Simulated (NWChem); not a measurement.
A series in which one site is exchanged, each optimised at PBE0/def2-SVP with NWChem, gas phase unless a solvent is named. For some, no frequency run checked for a minimum. def2 effective core potentials on In, I; no spin-orbit coupling.

A: [F][InH][F] (InHF2; site = H)
B: [F][In]([F])[Br] (InBrF$_{2}$; site = Br)
C: [F][In]([F])[I] (InIF2; site = I)
D: [F][In]([F])[F] (InF3; site = F)

Q: Rank them by dipole (D), PBE0/def2-SVP, lowest first.

A: D (0.00), B (1.45), C (2.22), A (3.41)
